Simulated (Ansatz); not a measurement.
One change: `F[SiH2]I` becomes `[F][SnH2][I]`.

Ansatz, PBE0-D4/def2-TZVP geometries, multiplicity 1. 

Elements past krypton have def2 core potentials.

```tsv
property	`F[SiH2]I`
LUMO energy (ωB97M-V/def2-TZVPP) / eV	1.26
HOMO energy (ωB97M-V/def2-TZVPP) / eV	-10.08
size of the dipole moment (ωB97M-V/def2-TZVPP) / D	1.20
LUMO energy (B3LYP/def2-TZVPP) / eV	-0.78
ideal-gas entropy at 298 K and 1 bar (rigid rotor, harmonic PBE0-D4/def2-TZVP) / J/(mol·K)	301
LUMO energy (PBE/def2-TZVPP) / eV	-1.40
```

Question: What does the change do to each property? (Estimate.)

Answer: Computed: 
```csv
property,`[F][SnH2][I]`,shift
LUMO energy (ωB97M-V/def2-TZVPP) / eV,0.15,-1.11
HOMO energy (ωB97M-V/def2-TZVPP) / eV,-10.06,0.02
size of the dipole moment (ωB97M-V/def2-TZVPP) / D,2.62,1.42
LUMO energy (B3LYP/def2-TZVPP) / eV,-1.98,-1.20
"ideal-gas entropy at 298 K and 1 bar (rigid rotor, harmonic PBE0-D4/def2-TZVP) / J/(mol·K)",329,28
LUMO energy (PBE/def2-TZVPP) / eV,-2.53,-1.13
```

Dipoles are sizes alone; their direction can turn.

B3LYP here is the variant with VWN-RPA as its local correlation; programs differ in this.

Spin–orbit coupling is left out; it splits and shifts lone-pair levels of the heavy atoms by tenths of an eV.
